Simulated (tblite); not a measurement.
Isomers of C6H7F3Si. Computed values, GFN2-xTB/tblite, gas phase, harmonic and unscaled. This tight-binding method is rough: wavenumbers can miss measured ones by several per cent, in bad cases by 10 to 20. Modes of hydrogen on silicon can be 10 to 20 % off. One conformer each.

Electronic energies: GFN2-xTB at the same geometries; isomer energies are rough at this level and their order can be wrong.

```tsv
SMILES	electronic energy, lowest = 0 (kJ/mol)
CC1=C(C(F)(F)F)C=C[SiH2]1	20.9
C[Si@H]1C=CC(C(F)(F)F)=C1	55.8
FC(F)(F)CC1=C[SiH2]C=C1	26.8
C#C[Si@@H]1CC[C@@H]1C(F)(F)F	127.8
FC(F)(F)C#CC1C[SiH2]C1	122.8
FC(F)=C(F)/C=C\[C@@H]1C[SiH2]1	175.6
FC(F)=C(F)/C=C/[C@@H]1C[SiH2]1	169.6
CC1=C[SiH2]C(C(F)(F)F)=C1	0.0
```

Question: How do GFN2-xTB zero-point energies change the relative energies?

Answer: 
```tsv
SMILES	ZPE (kJ/mol)	of it from modes above 1550 cm⁻¹	electronic (kJ/mol)	with ZPE, lowest = 0 (kJ/mol)	lowest mode (cm⁻¹)	rings
CC1=C[SiH2]C(C(F)(F)F)=C1	290.4	138.0	0.0	0.0	18	1
CC1=C(C(F)(F)F)C=C[SiH2]1	290.1	137.7	20.9	20.6	19i	1
FC(F)(F)CC1=C[SiH2]C=C1	291.2	137.5	26.8	27.6	28	1
C[Si@H]1C=CC(C(F)(F)F)=C1	294.6	142.9	55.8	59.9	22	1
FC(F)(F)C#CC1C[SiH2]C1	289.6	131.4	122.8	121.9	8	1
C#C[Si@@H]1CC[C@@H]1C(F)(F)F	295.2	136.8	127.8	132.7	42	1
FC(F)=C(F)/C=C/[C@@H]1C[SiH2]1	288.1	140.2	169.6	167.3	42	1
FC(F)=C(F)/C=C\[C@@H]1C[SiH2]1	288.7	140.2	175.6	173.9	35	1
```

The zero-point energies span 7.1 kJ/mol, from `FC(F)=C(F)/C=C/[C@@H]1C[SiH2]1` to `C#C[Si@@H]1CC[C@@H]1C(F)(F)F`. Slightly imaginary modes are left out of the zero-point energy: `CC1=C(C(F)(F)F)C=C[SiH2]1` 19.0i cm⁻¹. The order is unchanged.

Question: What do entropy and thermal enthalpy add at 298.15 K and 1 bar (rigid rotor, harmonic oscillator, one conformer each)?

Answer: 
```csv
SMILES,point group,symmetry number,S (J/(mol K)),H − H(0) (kJ/mol),ZPE + H − H(0) − TS (kJ/mol)
FC(F)(F)CC1=C[SiH2]C=C1,C1,1,426.2,29.65,193.8
C#C[Si@@H]1CC[C@@H]1C(F)(F)F,C1,1,439.1,31.76,196.1
FC(F)=C(F)/C=C/[C@@H]1C[SiH2]1,C1,1,442.9,32.24,188.3
FC(F)=C(F)/C=C\[C@@H]1C[SiH2]1,C1,1,443.2,31.96,188.6
```

Not tabulated: `CC1=C[SiH2]C(C(F)(F)F)=C1` (lowest mode only 18 cm⁻¹); `CC1=C(C(F)(F)F)C=C[SiH2]1` (lowest mode only 19i cm⁻¹); `C[Si@H]1C=CC(C(F)(F)F)=C1` (lowest mode only 22 cm⁻¹); `FC(F)(F)C#CC1C[SiH2]C1` (lowest mode only 8 cm⁻¹).
